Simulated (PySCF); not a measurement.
**SmH3(H2O): from a saddle point downhill**

PySCF 2.14.0, RKS PBE0, Sm lcecp-1-SVP with ECP51, H def2-SVP, O def2-SVP; non-relativistic Hamiltonian with scalar-relativistic core potentials where named; density fitting; no spin-orbit coupling. Relaxed within the symmetry of its start, the geometry (Cs) is

```xyz
7

Sm    0.1358   -0.1529    0.1529
H     1.0255    1.5340    0.9827
H    -0.9717   -1.3897    1.3897
H     1.0255   -0.9827   -1.5340
O    -1.2102    1.2913   -1.2913
H    -1.1726    2.2479   -1.1503
H    -1.1726    1.1503   -2.2479
```

and its lowest harmonic modes are -124, 94, 192, 210, 320, 367 cm⁻¹ (negative: unstable). It was moved along the lowest mode and relaxed again.

**Question.** Where does it end, and how much lower?

**Answer.** In C1, 0.078 eV lower, after 25 steps:
```xyz
7

Sm    0.0526   -0.2572   -0.0442
H     0.4131    1.8226    0.2980
H    -0.8971   -1.3171    1.4414
H     1.4655   -1.2853   -1.1342
O    -1.2807    1.2861   -1.2686
H    -0.6763    1.9026   -0.7146
H    -1.4174    1.6895   -2.1329
```

**Question.** How do the contacts change?

**Answer.** 
```tsv
contact	saddle (Å)	end (Å)
Sm1–H2 (H)	2.080	2.138
Sm1–H3 (H)	2.070	2.057
Sm1–H4 (H)	2.080	2.059
Sm1–O5 (H2O)	2.446	2.379
Sm1–H6 (H2O)	3.029	2.376
```
Short contacts between ligands at the end: H2···H6 1.49 Å.

**Question.** Is the end a minimum?

**Answer.** Yes; lowest modes 170, 213, 270, 288, 436, 529 cm⁻¹.

An lcecp potential fixes the number of 4f electrons, so in runs with it no electron can move into or out of that shell.

State: singlet in the valence, with the 4f electrons in the core potential.
